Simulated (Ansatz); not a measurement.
Species: sum formula Si$_{2}$NH$_{4}$Cl$_{3}$, charge 0, multiplicity 1. 
Coordinates optimised at B3LYP-D3(BJ)/def2-TZVP (Ansatz, an electronic-structure program):
```
N
H 1 1.0116
Si 1 1.6901 2 115.35
Si 1 1.7482 2 114.91 3 -179.64
H 4 1.4779 1 111.23 2 120.06
H 4 1.4780 5 108.80 1 -122.99
H 4 1.4794 5 109.94 6 -120.37
Cl 3 2.0434 1 107.38 2 178.47
Cl 3 2.0467 1 111.99 2 58.31
Cl 3 2.0471 1 112.26 2 -61.51
```

Dipole moments at this geometry, in debye (magnitudes).

| level | program | dipole (D) |
|---|---|---|
| PBE/def2-TZVPD | Ansatz | … |
| revPBE/def2-TZVPD | Ansatz | 1.80 |
| wB97M-V/def2-TZVPD | Ansatz | 1.84 |
| wB97X-V/def2-TZVPD | Ansatz | 1.90 |
| CCSD(T)/aug-cc-pV(D+d)Z | Ansatz | … |

Question: Some entries are withheld; supply them.

Answer: 
- PBE/def2-TZVPD, dipole (D): 1.81
- CCSD(T)/aug-cc-pV(D+d)Z, dipole (D): 1.85
